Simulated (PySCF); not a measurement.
CH₆OSeSi, SMILES C[Se]O[SiH3]. Atoms are numbered in the order given.

```xyz
10

Se    -0.8003    -0.1067     0.5051
C     -0.8049     1.8354     0.4027
H     -1.8414     2.1511     0.5971
H     -0.4955     2.1718    -0.5957
H     -0.1413     2.2399     1.1784
O      1.0116    -0.3246     0.2943
Si     1.5235    -0.6515    -1.2805
H      0.9683    -1.9377    -1.7823
H      3.0048    -0.7331    -1.2042
H      1.1230     0.4422    -2.2104
```
Charge 0, spin multiplicity 1.

Geometry optimised at TPSSh-D3(BJ)/def2-SVP. This is a generated structure with no PubChem entry under its InChIKey; it may be hypothetical. One conformer was computed; it need not be the lowest.

Two levels are set side by side: PBE/pcSseg-1 (PySCF) and HF/pcSseg-1 (PySCF). GIAO shifts against H2O (¹⁷O), Me2Se (⁷⁷Se), TMS (²⁹Si), TMS (¹H), TMS (¹³C) at the same level; non-relativistic, no solvent, atoms listed together averaged. Differences are taken from unrounded values.

```csv
quantity,HF,PBE,PBE minus HF
δ(⁷⁷Se) of Se1 (ppm),1277.8,1438.5,160.7
δ(¹³C) of C2 (ppm),24.7,31.0,6.3
δ(¹⁷O) of O6 (ppm),-101.4,-36.9,64.5
δ(²⁹Si) of Si7 (ppm),-30.7,-22.1,8.6
```

Rough cost on one machine, each run with all the roots and properties that it gave: HF against PBE within a factor of 2.
